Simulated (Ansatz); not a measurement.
Cost and result for the atomization energy of `FC(F)(F)C(F)(F)C(F)(F)C(F)(F)F` (14 atoms, 13 bonds).

```
atom    x (Å)    y (Å)    z (Å)
  F1  -0.6890   1.1048  -1.8371
  C2  -1.3784   0.4255  -0.9320
  F3  -2.4855  -0.0372  -1.4932
  F4  -1.7149   1.2376   0.0607
  C5  -0.5546  -0.7755  -0.3950
  F6  -0.4470  -1.6651  -1.3900
  F7  -1.2474  -1.3276   0.6064
  C8   0.8998  -0.4966   0.0940
  F9   1.6536  -0.1697  -0.9607
 F10   1.3465  -1.6507   0.6054
 C11   1.1003   0.5995   1.1745
 F12   0.8903   1.8029   0.6587
 F13   2.3492   0.5395   1.6123
 F14   0.2772   0.4128   2.1960
```

Charge 0, multiplicity 1. The geometry is a stationary point of PBE0-D4/def2-TZVP. It is one conformer, not always the lowest. Program: Ansatz. All runs use 4 threads of an AMD EPYC 7R13 on a shared host and a share of an NVIDIA H100 80 GB. Times are those of one run each, without the atoms' runs, and a repeat can differ threefold. Electronic energies, without spin–orbit coupling; frozen cores. CCSD(T)/CBS adds CCSD(T) − MP2 in def2-TZVPP to the MP2 limit, and its time is that of the two runs behind it. T1 = 0.012. HSE06 is the plane-wave form, built on full-range PBE exchange.

CCSD(T)/CBS is a level of theory with its own doubt, some kJ/mol a heavy atom from the limit and from the frozen cores, so smaller differences don't rank the functionals.

```tsv
level	functions	wall time	atomization (kJ/mol)	difference from CCSD(T)/CBS	per bond
RPA@PBE/def2-TZVPP	434	6 s	5230.2	-682.8	-52.5
r2SCAN-D4/def2-TZVPP (with forces)	434	6.5 s	6004.7	91.7	7.1
B2PLYP/def2-TZVPP	434	7 s	5828.8	-84.2	-6.5
HSE06-D4/def2-TZVPP	434	7 s	5994.7	81.7	6.3
PBE0-D4/def2-TZVPP	434	7.5 s	5986.5	73.5	5.7
B97M-V/def2-TZVPP	434	8 s	5934.6	21.6	1.7
BHLYP-D4/def2-TZVPP	434	8 s	5477.3	-435.7	-33.5
CCSD(T)/def2-SVP	196	11 s	5651.8	-261.2	-20.1
ωB97X-V/def2-TZVPP	434	13 s	5970.6	57.6	4.4
ωB97M-V/def2-TZVPP (with forces)	434	13 s	5967.2	54.2	4.2
MP2/def2-QZVPP	798	15 s	6191.5	278.5	21.4
CCSD(T)/def2-TZVPP	434	2.1 min	5735.5	-177.5	-13.7
CCSD(T)/CBS(def2)	–	2.4 min	5913.0	0.0	0.0
```

In def2-TZVPP, CCSD(T) changes the Hartree–Fock value by +1866.6 kJ/mol (the triples alone add +157.6 kJ/mol) and MP2 by +2218.1 kJ/mol; breaking electron pairs costs correlation energy, which Hartree–Fock lacks. From PBE to PBE0 (25 % exact exchange), in def2-TZVPP and without D4, the atomization energy moves by −293.7 kJ/mol: exact exchange takes away binding that semilocal exchange gives to molecules. At CCSD(T), def2-SVP lies −261.2 kJ/mol from the extrapolated value and def2-TZVPP −177.5 kJ/mol: correlation converges slowly with the basis, and small sets miss more of it in the bonded molecule than in its fragments.
